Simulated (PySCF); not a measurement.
## Identify the compound

Molecular formula: C4H9ClF2Si. Simulated spectra:

$^{1}$H NMR (500 MHz, computed): δ 0.25 (s, 9H).

$^{13}$C{$^{1}$H} NMR (computed): δ 148.3 (C), -4.3 (CH3, 3C).

Calculated, not measured (PySCF 2.14.0 with density-fitted response routines): geometry: PBE0-D3(BJ)/def2-TZVP, shielding tensors at B97-2/pcSseg-2 (GIAO). No solvent model, rapidly exchanging positions averaged, one computed conformer, non-relativistic.

Scale: $^{1}$H (σref 31.64) and $^{13}$C (σref 185.38) vs TMS (reference shieldings calculated alike).

Question: What is the structure?

Answer: 
- The formula gives 0 degrees of unsaturation.
- 2 carbon signals for 4 carbons: some carbons are equivalent by symmetry or fast rotation.
- Carbon types of the structure: 1 × C, 3 × CH3, which accounts for all hydrogens.
- δC 148.3: fully substituted sp3 carbon bonded to Cl and 2 F and Si; 3 electronegative neighbours deshield it.
- δC -4.3: methyl carbon bonded to Si; an electropositive neighbour leaves it electron-rich and shielded.
- δH 0.25: hydrogen on a methyl carbon bonded to Si; an electropositive neighbour shields it, as in TMS itself.

Structure: TMS-CClF2 (SMILES FC([Si](C)(C)C)(F)Cl).

The data come from this structure; uniqueness wasn't tested.

Carbons that carry Cl, above all several Cl atoms, come out too deshielded, partly because spin–orbit coupling is missing. Splittings by $^{19}$F in the carbon and heteronuclear signals aren't shown, as no couplings were computed. Shifts are as computed. Against solution values, carbons near 30 ppm lie about +3 ppm off and those near 130 ppm about +7 ppm; carbons on Cl a further +5 ppm. Of 1309 compounds with measured shifts, 239 miss one by over three times the rms of a fit or turn the order of signals round; such compounds aren't used in these exercises.
